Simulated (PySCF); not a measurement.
## Excitation energy of B(2+) by level of theory

B(2+) [He] 2s1 (2S) → B(2+) [He] 2p1 (2P), as a difference of total energies. Calculation: PySCF 2.14, in aug-cc-pCVQZ-DK; the spin-free X2C one-electron Hamiltonian (Gaussian nucleus). Correlated levels: valence and next inner shell: nothing frozen. The calculations carry no spin-orbit coupling.

```
                                method  excitation energy (eV)
                                   UHF                   6.059
                                   LDA                   5.365
                                   PBE                   5.308
                                  PBE0                   5.497
                                r2SCAN                   5.376
                               wB97X-V                   5.601
                               LC-wPBE                   5.512
                                  BLYP                   5.232
    MP2 (valence and next inner shell)                   6.019
SCS-MP2 (valence and next inner shell)                   6.038
```

How much does correlation contribute at MP2 (valence and next inner shell)?

6.019 − (6.059) = -0.040 eV, measured against UHF.
